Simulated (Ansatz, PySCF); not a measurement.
This singlet lies 0.99 eV below the relaxed triplet at the level frozen-core CCSD(T)/cc-pVTZ // PBE0-D3(BJ)/def2-SVP (Ansatz, a quantum-chemistry and plane-wave program).

Excitations are Tamm–Dancoff values on a coarser integration grid. The basis has no diffuse functions, so Rydberg states are missing or too high.

Cartesian coordinates (Å):
```xyz
6

C     -0.5244     0.0772     0.0080
Si     1.2297     0.8081    -0.0858
H     -0.6773    -0.6383    -0.8213
H     -0.6328    -0.5188     0.9332
H     -1.3225     0.8329    -0.0232
H      1.9273    -0.5611    -0.0109
```
Charge 0, spin multiplicity 1.

Give the T1 excitation (TDA), brightest of the four lowest singlets (TDA) and S1 oscillator strength at the level ωB97X-D3(BJ)/def2-TZVP // PBE0-D3(BJ)/def2-SVP in PySCF 2.14.0.


```
Quantity                                       Value
-------------------------------------------  -------
T1 excitation (TDA)                          1.28 eV
brightest of the four lowest singlets (TDA)  7.39 eV
S1 oscillator strength                         0.030
```
